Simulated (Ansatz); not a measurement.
Computed with Ansatz on PBE0-D4/def2-TZVP structures; ΔE is electronic, products minus reactants. CCSD(T)/CBS adds triple-zeta CCSD(T) − MP2 to the extrapolated MP2 energy (def2 sets, frozen cores). DFT in def2-TZVPP. B3LYP here is the variant with VWN-RPA as its local correlation; programs differ in this. Elements past krypton have def2 core potentials. For Se, Zr outer-core shells are correlated without core-valence functions, which leaves a few kJ/mol of doubt a bond. Scalar relativity is left out up to krypton. One conformer a species, not always the lowest.

`CO[SiH](C)[SeH]` + `C[O][Zr]([OH])([SeH])[O]C` → `C[O][Zr]([SeH])([SeH])[O]C` + `CO[SiH](C)O`  (redistribution)

`CO[SiH](C)[SeH]`:

Cartesian coordinates in Å:
```
C -1.170 1.778 -0.229
O -1.027 0.389 -0.047
Si 0.400 -0.406 -0.178
C 0.066 -2.175 0.255
Se 1.986 0.411 1.259
H -0.586 2.335 0.513
H -2.224 2.032 -0.107
H -0.850 2.087 -1.231
H 0.950 -0.222 -1.548
H 0.956 -2.786 0.095
H -0.233 -2.266 1.302
H -0.745 -2.565 -0.365
H 2.476 1.387 0.280
```

`C[O][Zr]([OH])([SeH])[O]C`:

Cartesian coordinates in Å:
```
C 2.045 -0.425 -2.078
O 1.377 0.039 -0.950
Zr 0.372 0.444 0.615
O 1.193 -0.212 2.223
Se 0.272 3.068 0.646
O -1.399 -0.252 0.478
C -2.689 -0.752 0.357
H 2.471 0.416 -2.634
H 2.860 -1.099 -1.793
H 1.359 -0.966 -2.739
H 1.660 -0.626 2.941
H -0.384 3.033 1.963
H -2.953 -1.351 1.235
H -3.408 0.069 0.269
H -2.776 -1.385 -0.533
```

`C[O][Zr]([SeH])([SeH])[O]C`:

```xyz
15

C    -1.181    1.439   -2.223
O    -0.424    1.095   -1.105
Zr    0.414    0.459    0.468
Se   -0.547    1.630    2.584
Se    2.932    1.012    0.106
O     0.161   -1.385    0.811
C    -0.016   -2.765    0.873
H    -2.062    2.012   -1.920
H    -0.581    2.052   -2.903
H    -1.509    0.542   -2.757
H    -0.238    2.938    1.982
H     3.240    0.389    1.404
H     0.924   -3.276    0.644
H    -0.335   -3.053    1.879
H    -0.778   -3.088    0.158
```

`CO[SiH](C)O`:

```xyz
13

C     0.950   -1.840    0.583
O     0.915   -0.479    0.235
Si   -0.438    0.289   -0.285
C     0.049    2.029   -0.655
O    -1.623    0.318    0.860
H     1.992   -2.145    0.688
H     0.440   -2.019    1.536
H     0.484   -2.469   -0.187
H    -0.967   -0.459   -1.465
H     0.377    2.529    0.260
H     0.871    2.058   -1.373
H    -0.794    2.588   -1.066
H    -2.254   -0.402    0.867
```

```csv
level,ΔE (kJ/mol)
PBE0-D4,-19.7
B3LYP-D4,-21.0
B2PLYP,-27.0
PBE0,-20.4
B3LYP,-22.8
CCSD(T)/def2-TZVPP,-29.7
MP2/def2-QZVPP,-28.5
CCSD/CBS(def2),-22.4
```

Problem. What does CCSD(T)/CBS give? (Estimate.)

Solution. Ansatz gave: -24.4 kJ/mol. The listed levels differ from it by 4.7, 3.4, -2.6, 4.0, 1.6, -5.3, -4.1, 2.0 kJ/mol.

Largest T1 diagnostic among the species: 0.015.

From PBE to PBE0 (25 % exact exchange), in def2-TZVPP and without D4, ΔE moves by −3.6 kJ/mol.
